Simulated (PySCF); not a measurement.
Harmonic spectrum computed at PBE0 in the def2-TZVP basis family (core potentials from Rb on, PySCF, no spin–orbit coupling):

```
ω (cm⁻¹)  IR (km/mol)
     101          0.7
     109          8.9
     189          4.7
     397         18.6
     413          106
    1065          147
```

Question: Which molecule gave it? In each, all ligands are bound to the one heavy central atom.
A. TaOCl₂ (doublet)
B. WOCl₂ (triplet)
C. ZrOCl₂ (singlet)
D. HfOCl₂ (singlet)

Answer: B. It has C2v symmetry with W–Cl 2.273 Å (×2), W–O 1.677 Å.
